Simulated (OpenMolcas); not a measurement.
S+.

```json
{
  "Program": "OpenMolcas 26.06",
  "Basis": "ANO-RCC-VQZP [6s5p3d2f1g]",
  "Scalar Hamiltonian": "DKH2, point nucleus",
  "Active space": "5 electrons in 4 orbitals (3s 3p)",
  "State averaging": "2S+1 = 4 odd, 1 root; 2S+1 = 2 odd, 8 roots; 2S+1 = 4 even, 3 roots; 2S+1 = 2 even, 9 roots",
  "Spin-orbit coupling": "state interaction with AMFI integrals over the reference wave functions, term energies averaged over their components"
}
```

Two sets of levels on these reference wave functions, in cm-1 above 3s2 3p3 4S* 3/2: one from CASSCF and one from SS-CASPT2, IPEA 0.25 Eh, imaginary shift 0.1 Eh (closed shells correlated: 2s 2p).

```json
{"Level": "3s2 3p3 4S* 3/2", "Set 1": "0.0", "Set 2": "0.0"}
{"Level": "3s2 3p3 2D* 3/2", "Set 1": "19210", "Set 2": "15140"}
{"Level": "3s2 3p3 2D* 5/2", "Set 1": "19240", "Set 2": "15170"}
{"Level": "3s2 3p3 2P* 1/2", "Set 1": "26240", "Set 2": "24490"}
{"Level": "3s2 3p3 2P* 3/2", "Set 1": "26260", "Set 2": "24500"}
{"Level": "3s 3p4 4P 5/2", "Set 1": "86520", "Set 2": "82910"}
{"Level": "3s 3p4 4P 3/2", "Set 1": "86880", "Set 2": "83280"}
{"Level": "3s 3p4 4P 1/2", "Set 1": "87090", "Set 2": "83490"}
{"Level": "3s 3p4 2D 3/2", "Set 1": "124350", "Set 2": "108950"}
{"Level": "3s 3p4 2D 5/2", "Set 1": "124360", "Set 2": "108960"}
{"Level": "3s 3p4 2S 1/2", "Set 1": "143230", "Set 2": "133280"}
{"Level": "3s 3p4 2P 3/2", "Set 1": "160610", "Set 2": "144540"}
{"Level": "3s 3p4 2P 1/2", "Set 1": "161040", "Set 2": "144980"}
```

Problem. Which set is which?

Solution. Set 2 is SS-CASPT2. Its levels of the other terms of 3s2 3p3 lie at 0.79 to 0.93 of the other set's values, as expected, since terms of lower spin or lower L gain more correlation energy than the Hund ground term. Against 10 measured levels (NIST Handbook of Basic Atomic Spectroscopic Data) the mean absolute deviation is 4700 cm-1 with it and 11000 cm-1 without; single levels miss by up to 13000 cm-1 with it.

CASPT2 breaks the degeneracy within a term, and the mean is taken; among the terms shown or strongly mixed into the levels shown the widest spread is 1200 cm-1 (3s 3p4 2D, SS-CASPT2). Over all roots computed the reference weight is 0.87 to 0.96 in SS-CASPT2; the roots of lowest weight are the least certain, and an intruder state may touch them. Terms of s pⁿ other than that of highest spin mix with s² pⁿ⁻² d, which this space lacks; all of them can be thousands of cm-1 off, and some have no real level of that name. Without dynamic correlation excited terms often stand tens of per cent too high (terms of higher spin than the ground term too low), and those without a measured partner can miss by more than the paired ones (holds for CASSCF). Measured partners are found by configuration, term and J. A level has none where our copy of the source lacks it or the pairing is in doubt (some pairs that miss far off the trend of their configuration count as doubtful), and it then counts in no deviation. Levels of configurations outside the active space are missing.

* marks odd parity.
